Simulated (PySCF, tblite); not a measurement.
Isomers of C3H9NO3Si, one GFN2-xTB conformer each. Single-point energies are computed at PBE0/pcSseg-1 (PySCF, gas phase, no added dispersion term), electronic only.

```
          SMILES  GFN2-xTB relative energy (kJ/mol)
 CO[SiH](NC=O)OC                                0.0
CN[SiH2]OCC(=O)O                              116.1
```

Conformers: `[CH3:1][O:2][SiH:3]([NH:4][CH:5]=[O:6])[O:7][CH3:8]` with C1–O2–Si3–N4 175°, O2–Si3–N4–C5 -175°, Si3–N4–C5–O6 2°, O2–Si3–O7–C8 178°; `[CH3:1][NH:2][SiH2:3][O:4][CH2:5][C:6](=[O:7])[OH:8]` with C1–N2–Si3–O4 175°, N2–Si3–O4–C5 55°, Si3–O4–C5–C6 -81°, O4–C5–C6–O7 9°, C5–C6–O8–H 180°.

What does PBE0/pcSseg-1 give for the same structures?

| SMILES | PBE0/pcSseg-1 E (Eh) | PBE0/pcSseg-1 (kJ/mol) | GFN2-xTB (kJ/mol) | point group |
| --- | --- | --- | --- | --- |
| CO[SiH](NC=O)OC | -689.13762 | 0.0 | 0.0 | C1 |
| CN[SiH2]OCC(=O)O | -689.09695 | 106.8 | 116.1 | C1 |

Both levels put the same isomer lowest. As drawn, the lower has a C(=O)–N unit, which the higher lacks; the higher has an O–H bond and a C(=O)–O unit, which the lower lacks.

Which frontier levels, dipoles and rotational constants go with these structures?

| SMILES | HOMO (eV, PBE0/pcSseg-1) | LUMO (eV) | dipole (D) | A, B, C (MHz) |
| --- | --- | --- | --- | --- |
| CO[SiH](NC=O)OC | -7.67 | 0.37 | 2.23 | 2624, 1273, 909.1 |
| CN[SiH2]OCC(=O)O | -6.58 | 0.04 | 1.98 | 2927, 1011, 806.4 |

What happens when harmonic zero-point energies from GFN2-xTB frequencies are added?

| SMILES | ZPE (kJ/mol) | electronic (kJ/mol) | with ZPE (kJ/mol) |
| --- | --- | --- | --- |
| CO[SiH](NC=O)OC | 333.8 | 0.0 | 0.0 |
| CN[SiH2]OCC(=O)O | 327.7 | 106.8 | 100.7 |

The zero-point energies span 6.1 kJ/mol. The order is unchanged.
